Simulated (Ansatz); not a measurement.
`S=C[SiH2][SnH3]` and `[SiH3]C[SiH2]C=S` differ in one atom or group.

Ansatz, PBE0-D4/def2-TZVP geometries, multiplicity 1. Each molecule was computed in one conformer, which needn't be the lowest.

Elements past krypton have def2 core potentials.

```tsv
property	`S=C[SiH2][SnH3]`
size of the dipole moment (B3LYP/def2-TZVPP) / D	1.60
HOMO–LUMO gap (PBE0/def2-TZVPP) / eV	3.61
LUMO energy (B3LYP/def2-TZVPP) / eV	-3.01
size of the dipole moment (ωB97M-V/def2-TZVPP) / D	1.50
size of the dipole moment (PBE/def2-TZVPP) / D	1.60
HOMO energy (B3LYP/def2-TZVPP) / eV	-6.23
```

Question: Give the same properties after the change, and the shifts. (Estimate.)

Answer: Computed: 
```json
{"property": "size of the dipole moment (B3LYP/def2-TZVPP) / D", "`[SiH3]C[SiH2]C=S`": "1.45", "shift": "-0.15"}
{"property": "HOMO–LUMO gap (PBE0/def2-TZVPP) / eV", "`[SiH3]C[SiH2]C=S`": "3.73", "shift": "0.12"}
{"property": "LUMO energy (B3LYP/def2-TZVPP) / eV", "`[SiH3]C[SiH2]C=S`": "-2.93", "shift": "0.08"}
{"property": "size of the dipole moment (ωB97M-V/def2-TZVPP) / D", "`[SiH3]C[SiH2]C=S`": "1.41", "shift": "-0.09"}
{"property": "size of the dipole moment (PBE/def2-TZVPP) / D", "`[SiH3]C[SiH2]C=S`": "1.41", "shift": "-0.19"}
{"property": "HOMO energy (B3LYP/def2-TZVPP) / eV", "`[SiH3]C[SiH2]C=S`": "-6.26", "shift": "-0.03"}
```

Dipoles are sizes alone; their direction can turn.

B3LYP here is the variant with VWN-RPA as its local correlation; programs differ in this.
